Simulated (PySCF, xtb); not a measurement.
iodoethene (C2H3I), SMILES C=CI.

GFN2-xTB (xtb) at its own geometry gives an orbital gap of 4.42 eV and a dipole moment of 3.18 D.

Geometry optimised at B3LYP-D3(BJ)/def2-TZVP. The def2 effective core potentials stand for the cores of I; spin–orbit coupling is left out.

Problem. What does PBE/def2-TZVPD in PySCF give? (The exact figures need the calculation; the answer reports its results.)

Solution. gap 4.33 eV (levels -6.06 and -1.73 eV), dipole 1.25 D.
